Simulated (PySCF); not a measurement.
SMILES ClCCC#C (C4H5Cl), CAM-B3LYP/def2-SVP optimised geometry.

```
10

C      1.97    -0.69     0.00
C      0.77    -0.72     0.00
C     -0.69    -0.72     0.00
C     -1.26     0.70     0.00
Cl    -3.05     0.67     0.00
H      3.05    -0.67     0.00
H     -1.07    -1.26    -0.88
H     -1.07    -1.26     0.88
H     -0.94     1.26    -0.89
H     -0.94     1.25     0.89
```

Density from CAM-B3LYP/def2-TZVP in PySCF at that geometry.

Minimum of the electron density along straight lines between bonded atoms, close to the bond critical point (lines longer than 1.1 times the sum of covalent radii, or with two minima, are not listed):

```tsv
bond	length / Å	ρ at the minimum / e bohr⁻³	∇²ρ there / e bohr⁻⁵	position (fraction from the first atom)
C1–C2	1.206	0.415	-1.17	0.49
C2–C3	1.462	0.271	-0.75	0.53
C3–C4	1.525	0.251	…	0.49
C4–Cl5	1.789	…	…	0.42
C1–H6	1.074	0.284	-1.05	0.67
C3–H7	1.101	0.276	-0.95	0.65
C3–H8	1.101	0.276	-0.95	0.65
C4–H9	1.097	0.284	-1.00	0.65
C4–H10	1.097	0.284	-1.00	0.65
```

Some entries are withheld; supply them.


- C3–C4, ∇²ρ there / e bohr⁻⁵: -0.64
- C4–Cl5, ρ at the minimum / e bohr⁻³: 0.183
- C4–Cl5, ∇²ρ there / e bohr⁻⁵: -0.25
